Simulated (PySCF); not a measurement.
Broadened absorption spectrum of C3H11AsSi

C3H11AsSi.
InChI=1S/C3H11AsSi/c1-3-5-4-2/h4H,3,5H2,1-2H3

Computed with PySCF 2.14.0, density-fitted response routines, TDDFT wB97X-D/def2-SVPD, vertical, gas phase, core orbitals frozen in the response. Geometry: PBE0-D3(BJ)/def2-SVP, one conformer, isolated molecule. Relativistic effects, spin–orbit coupling among them, are left out although an element past zinc is present. Torsions of this conformer, `[CH3:1][CH2:2][SiH2:3][AsH:4][CH3:5]`: C1–C2–Si3–As4 58°, C2–Si3–As4–C5 71°.

Each state is given a Gaussian of 0.5 eV full width at half maximum, with ε(max) = 2.175×10⁸ f / Δν̃ (Δν̃ the width in cm⁻¹). The width is an assumption, not a result. The curve ends short of the highest state used, and states not computed would add to its high-energy end.

| E (eV) | ε (L mol⁻¹ cm⁻¹) |
| --- | --- |
| 5.12 | 2 |
| 5.17 | 5 |
| 5.23 | 11 |
| 5.28 | 23 |
| 5.33 | 42 |
| 5.39 | 83 |
| 5.44 | 138 |
| 5.50 | 234 |
| 5.55 | 343 |
| 5.60 | 477 |
| 5.66 | 658 |
| 5.71 | 812 |
| 5.76 | 954 |
| 5.82 | 1097 |
| 5.87 | 1195 |
| 5.92 | 1299 |
| 5.98 | 1503 |
| 6.03 | 1832 |
| 6.09 | 2565 |
| 6.14 | 3578 |
| 6.19 | 5039 |
| 6.25 | 7403 |
| 6.30 | 9791 |
| 6.35 | 12362 |
| 6.41 | 15295 |
| 6.46 | 17235 |
| 6.52 | 18530 |
| 6.57 | 18551 |
| 6.62 | 17598 |
| 6.68 | 15396 |
| 6.73 | 13003 |
| 6.78 | 10447 |
| 6.84 | 7566 |
| 6.89 | 5554 |
| 6.94 | 4000 |
| 7.00 | 2748 |
| 7.05 | 2162 |
| 7.11 | 1910 |
| 7.16 | 2008 |
| 7.21 | 2341 |
| 7.27 | 3012 |
| 7.32 | 3768 |
| 7.37 | 4675 |
| 7.43 | 5911 |

Problem. Locate the maxima and give the states behind the curve.

Solution. 189 nm (6.55 eV), ε about 19000, made up of S2 (11%) and S3 (89%) (ε in L mol⁻¹ cm⁻¹; maxima over ε = 5, shares over 10%). At its high-energy end, 7.43 eV, the curve is still rising (ε about 5900, from S5, S6 and S7). The states used: S1 5.87 eV (f 0.020); S2 6.47 eV (f 0.040); S3 6.55 eV (f 0.308); S4 7.07 eV (f 0.011); S5 7.49 eV (f 0.057); S6 7.64 eV (f 0.030); S7 7.72 eV (f 0.051); S8 7.83 eV (f 0.056); S9 7.95 eV (f 0.018); S10 8.03 eV (f 0.162).

Problem. What would ε be at 6.55 eV, the highest of these maxima, with half the width (0.25 eV)?

Solution. About 36500 L mol⁻¹ cm⁻¹ against 18700, a factor of about 1.96; a lone state at its own centre would give exactly 2.

Problem. Coming from long wavelengths, where does ε first pass 100 L mol⁻¹ cm⁻¹?

Solution. At about 229 nm (5.41 eV), 0.46 eV below S1.

Problem. On this curve, what absorbance would a 10⁻⁵ mol/L sample give at 193 nm over a 1 cm path?

Solution. 193 nm is 6.424 eV, where ε is about 16000 L mol⁻¹ cm⁻¹, so A = ε c l ≈ 0.16 (Beer–Lambert, with the gas-phase spectrum and the assumed width).

All these states lie below the vertical ionisation energy of 8.82 eV (ΔSCF).

Without π bonds the low states are Rydberg-like; a valence basis with one diffuse set may place them up to an eV too high.
